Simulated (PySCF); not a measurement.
An unknown is described by computed data only.

Formula: C6H18N2Si.

| Quantity | Value |
| --- | --- |
| NMR, other nuclei | isotropic shieldings of nuclei other than C and H, by class: 221 (1 N), 226 (1 N), 356 (1 Si) ppm [GIAO PBE/pcSseg-1] |
| 1H NMR | chemical shifts (computed TMS as zero) by class: 4.91 (2 H), 2.91 (2 H), 2.64 (6 H), 2.36 (3 H), 1.49 (2 H), 0.94 (3 H) ppm [GIAO PBE/pcSseg-1] |
| Triplet | lowest triplet excitation (Tamm–Dancoff): 5.81 eV [TDA CAM-B3LYP/def2-SVPD] |
| UV, strongest line | among the 10 lowest singlet transitions: S4 at 6.60 eV (188 nm, f = 0.064) [TDDFT CAM-B3LYP/def2-SVPD] |
| Dipole | 0.72 D [CAM-B3LYP/def2-SVPD] |
| 13C NMR | chemical shifts (computed TMS as zero) by class: 52.9 (1 C), 39.7 (2 C), 31.8 (1 C), 23.2 (1 C), 12.7 (1 C) ppm [GIAO PBE/pcSseg-1] |
| Valence photoelectron | vertical ionisation energy: 8.08 eV [ΔSCF CAM-B3LYP/def2-SVPD] |
| UV, first state | lowest singlet excitation: 5.94 eV (209 nm, f = 0.016) [TDDFT CAM-B3LYP/def2-SVPD] |
| Rotational structure | rotational constants A, B, C: 2.253, 0.748, 0.676 GHz [PBE0-D3(BJ)/def2-SVP] |

The electronic properties come from PySCF, for the isolated species, density fitting. Levels stand in brackets. One conformer (not necessarily the lowest) at the PBE0-D3(BJ)/def2-SVP geometry, without solvent, vibrations or thermal averaging. NMR classes are plain means over equivalent atoms (diastereotopic ones count apart unless rotation or inversion swaps them), as if these changed places fast.

Question: Propose a structure and show how it fits.

Answer: Numbering: `[CH3:1][CH2:2][CH2:3][N:4]([CH3:5])[SiH2:6][N:7]([CH3:8])[CH3:9]`. Its formula, C6H18N2Si, gives 0 degrees of unsaturation, so no ring and no π bond. 6 carbons fall into 5 classes; from least to most shielded: sp3 carbon bound to nitrogen [C3] (52.9 ppm), N-methyl carbon [C8/C9] (39.7 ppm, 2 C, up to 2.8 ppm apart in this geometry), N-methyl carbon [C5] (31.8 ppm), chain CH2 carbon [C2] (23.2 ppm), methyl carbon [C1] (12.7 ppm). Hydrogen classes from least to most shielded: 2 H on an SiH2 silicon, Si6 (4.91 ppm), 2 H on an sp3 carbon bound to nitrogen, C3 (2.91 ppm), 6 H on 2 N-methyl carbons, C8/C9 (2.64 ppm, a mean of values up to 1.0 ppm apart in this geometry), 3 H on an N-methyl carbon, C5 (2.36 ppm, a mean of values up to 0.8 ppm apart in this geometry), 2 H on a chain CH2 carbon, C2 (1.49 ppm, a mean of values up to 0.8 ppm apart in this geometry), 3 H on a methyl carbon, C1 (0.94 ppm, a mean of values up to 0.8 ppm apart in this geometry). The other shieldings belong to: 221 ppm, silicon-bound nitrogen [N4]; 226 ppm, silicon-bound nitrogen [N7]; 356 ppm, SiH2 silicon [Si6]. The first electron is taken from the HOMO, whose largest Löwdin shares are 0.27 on each of 2 atoms of one kind (silicon-bound nitrogen), 0.07 on the SiH2 silicon and 0.05 on an N-methyl carbon. The optimised geometry has point group C1 and is an asymmetric top. Structure: `CCCN(C)[SiH2]N(C)C`. Computed isomers that give other values at the same levels: `[H][Si]([H])(NC(C)C)NC(C)C` (lowest singlet excitation: 6.15 eV (202 nm, f = 0.001)); `CCN[Si](C)(C)NCC` (rotational constant A: 1.634 GHz; this holds for the one conformer computed). The assignments are read from this structure; whether some other isomer fits the data as well wasn't checked.

Shape of the structure used: `[CH3:1][CH2:2][CH2:3][N:4]([CH3:5])[SiH2:6][N:7]([CH3:8])[CH3:9]`: C1–C2–C3–N4 56°, C2–C3–N4–C5 63°, C3–N4–Si6–N7 147°, N4–Si6–N7–C8 -53°.
